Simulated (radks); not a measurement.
Species: the hafnium ion Hf8+. Configuration: [Kr] 4d10 4f(5/2: 6, 7/2: 6) 5s2 5p(1/2: 2, 3/2: 2) (not the ground configuration). All-electron calculation, Dirac Kohn-Sham, relativistic LDA (MacDonald-Vosko exchange, VWN5 correlation), spin-unpolarised, spherical densities, finite nucleus; Fermi nuclear charge, rms radius 5.347 fm. Program: a radial shooting solver on a logarithmic mesh with Libxc functionals.

Normalised radial functions P(r) = r R(r) (large component), r in bohr:

```
   r/bohr * 4d5/2, o 5p1/2 (the largest magnitude, 1.52, reaches the edge; | marks zero, & curves that meet)
0.0009127                             &
 0.001046                             &
 0.001198                             &
 0.001373                             &
 0.001572                             &
 0.001802                             &
 0.002081                             &
 0.002384                             &
 0.002731                             &
 0.003129                             &
 0.003585                             &
 0.004107                             *o
 0.004705                             *o
  0.00539                             *o
 0.006176                             *o
 0.007075                             *o
 0.008106                             *o
 0.009287                             * o
  0.01064                             * o
  0.01219                             * o
  0.01397                             *  o
    0.016                             *  o
  0.01848                             |* o
  0.02117                             |*  o
  0.02426                             |*  o
  0.02779                             | *  o
  0.03184                             | *  o
  0.03648                             |  * o
  0.04179                             |   *o
  0.04788                             |    &
  0.05485                             |   o  *
  0.06284                             | o      *
    0.072                             |o         *
  0.08249                            o|           *
   0.0945                          o  |             *
   0.1083                        o    |              *
    0.124                      o      |               *
   0.1421                      o      |              *
   0.1641                      o      |           *
    0.188                        o    |       *
   0.2154                            o|  *
   0.2468                         *   | o
   0.2828                  *          |     o
    0.324           *                 |        o
   0.3712      *                      |          o
   0.4252   *                         |         o
   0.4872  *                          |     o
   0.5582    *                        o
   0.6395       *               o     |
   0.7326           *     o           |
   0.8394            o   *            |
   0.9616          o         *        |
    1.102         o              *    |
    1.262           o              *  |
    1.458               o            *|
     1.67                   o        *|
    1.913                       o     *
    2.192                         o   *
    2.511                           o *
    2.877                            o*
    3.297                             &
    3.777                             &
```

4d5/2: eigenvalue -335.55 eV, 1 radial node at r = 0.229 bohr, <r> = 0.535 bohr, 90 % of the charge inside 0.801 bohr. 5p1/2: eigenvalue -156.69 eV, 3 radial nodes at r = 0.0767, 0.227, 0.564 bohr, <r> = 1.13 bohr, 90 % of the charge inside 1.62 bohr.
